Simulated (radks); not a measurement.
Results of a calculation; reference values are marked as such.
Orbital eigenvalues (eV) of neutral aluminium, [Ne] 3s2 3p1, at several levels of relativity; Dirac values are averaged over j with weights 2j + 1. Spin-unpolarised spherical Kohn-Sham, PBE, point nucleus unless stated (finite: rms radius 3.061 fm), a radial shooting solver on a logarithmic mesh with Libxc functionals. A level marked "c x" has the speed of light scaled by that factor and shares open shells by 2j + 1; other Dirac levels either fill j = l - 1/2 first or share by 2j + 1.

| shell | non-rel. | Dirac, c x 1.5 | Dirac, c x 2 | Dirac, c x 5 | change of magnitude, last against first (%) |
|---|---|---|---|---|---|
| 1s | -1507.7 | -1509.2 | -1508.5 | -1507.8 | +0.01 |
| 2s | -107.72 | -107.91 | -107.83 | -107.73 | +0.02 |
| 2p | -69.683 | -69.661 | -69.671 | -69.681 | 0.00 |
| 3s | -7.7303 | -7.7402 | -7.7359 | -7.7312 | +0.01 |
| 3p | -2.7199 | -2.7164 | -2.7179 | -2.7196 | -0.01 |
